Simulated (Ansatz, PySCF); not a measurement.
This triplet is an excited state, 1.05 eV above the relaxed singlet at the level B3LYP/cc-pVTZ // PBE0-D3(BJ)/def2-TZVP (Ansatz, a first-principles code).

```xyz
5

C      1.3431     0.2039    -0.1975
C      0.2260    -0.1171     0.1593
Si    -1.3423    -0.7264     0.7306
H      2.3147     0.5039    -0.5171
H     -2.5414     0.1358     0.5776
```

Charge 0, multiplicity 3.

Question: Give the Mulliken and meta-Löwdin atomic charges from PBE-D3(BJ)/def2-TZVP // PBE0-D3(BJ)/def2-TZVP (PySCF 2.14.0).

Answer: 
```tsv
atom	Mulliken (e)	meta-Löwdin (e)
C1	-0.18	-0.14
C2	-0.06	-0.26
Si3	0.03	0.24
H4	0.17	0.18
H5	0.04	-0.02
```
